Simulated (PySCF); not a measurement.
Relaxation of triplet H₂PdS

Method: PySCF, UPBE0, basis Pd def2-TZVP with ECP28, S def2-TZVP, H def2-TZVP (scalar-relativistic core potentials, no spin–orbit coupling, density fitting). A (50,194) grid was used.

A hand-made trigonal planar start, of C2v symmetry, held to at least that symmetry:

```xyz
4
charge 0 multiplicity 3, angstrom
Pd    0.2357    0.4081    0.0000
S    -0.8195   -1.4191    0.0000
H     1.7557    0.4080    0.0000
H    -0.5242    1.7246    0.0000
```

Q: What does it relax to?

A: It ends at C2v with H–H 0.813 Å, Pd–H 1.806 Å (×2), Pd–S 2.173 Å; H–H–Pd 77.0° (×2), H–Pd–H 26.0°, H–Pd–S 167.0° (×2). No frequency check is given, so it may be a saddle point.

Q: How much energy is released, and in how many steps?

A: 144.4 kJ/mol in 12 steps.

With open d or f shells other occupations or spin states may lie lower. At this level a singlet minimum of Cs symmetry lies 132 kJ/mol below this structure.

The relaxation took of the order of 4 core-minutes on a shared host.
